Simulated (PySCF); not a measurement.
Geometry:
| atom | x (Å) | y (Å) | z (Å) |
| --- | --- | --- | --- |
| C1 | 2.187 | -0.707 | 0.383 |
| C2 | 0.688 | -0.427 | 0.473 |
| C3 | -0.092 | -1.623 | -0.079 |
| C4 | -1.598 | -1.407 | 0.024 |
| C5 | -1.998 | -0.140 | -0.723 |
| C6 | -1.227 | 1.056 | -0.177 |
| C7 | 0.286 | 0.849 | -0.283 |
| C8 | 1.012 | 2.088 | 0.241 |
| H9 | 2.413 | -1.676 | 0.822 |
| H10 | 2.509 | -0.720 | -0.657 |
| H11 | 2.764 | 0.045 | 0.915 |
| H12 | 0.421 | -0.300 | 1.529 |
| H13 | 0.188 | -2.525 | 0.470 |
| H14 | 0.181 | -1.775 | -1.127 |
| H15 | -1.878 | -1.311 | 1.076 |
| H16 | -2.128 | -2.269 | -0.387 |
| H17 | -3.072 | 0.032 | -0.623 |
| H18 | -1.775 | -0.262 | -1.786 |
| H19 | -1.510 | 1.958 | -0.725 |
| H20 | -1.494 | 1.208 | 0.872 |
| H21 | 0.545 | 0.717 | -1.340 |
| H22 | 2.079 | 2.036 | 0.043 |
| H23 | 0.624 | 2.981 | -0.246 |
| H24 | 0.862 | 2.192 | 1.314 |

Theoretical values (PySCF 2.14): GIAO PBE0/pcSseg-1 shieldings, geometry: GFN2-xTB. No solvent model, rapidly exchanging positions averaged, non-relativistic, one computed conformer.

Shifts are taken against calculated references (same method and geometry level): 13C, 1H against TMS.

```csv
atoms,nucleus,count,Hirshfeld charge,δ (ppm)
C2/C7,13C,2,-0.02,42.9
H15/H18,1H,2,0.03,1.27
H12/H21,1H,2,0.03,?
C1/C8,13C,2,-0.12,?
H13/H19,1H,2,0.03,1.63
C4/C5,13C,2,-0.07,31.2
C3/C6,13C,2,-0.07,39.7
H9/H10/H11/H22/H23/H24,1H,6,0.04,0.97
H14/H20,1H,2,0.03,0.93
H16/H17,1H,2,0.04,?
```

Problem. Estimate the values marked ?.

Solution. 
- C1/C8: 22.8 ppm, methyl carbon; aliphatic region, no heteroatom directly attached
- H16/H17: 1.78 ppm, hydrogen on an sp3 CH2 in a ring; far from electronegative atoms and π systems
- H12/H21: 0.74 ppm, hydrogen on an sp3 CH in a ring; far from electronegative atoms and π systems

Shifts are as computed. Against solution values, carbons near 30 ppm lie about +3 ppm off and those near 130 ppm about +5 ppm. Of 1211 compounds with measured shifts, 218 miss one by over three times the rms of a fit or turn the order of signals round; such compounds aren't used in these exercises.
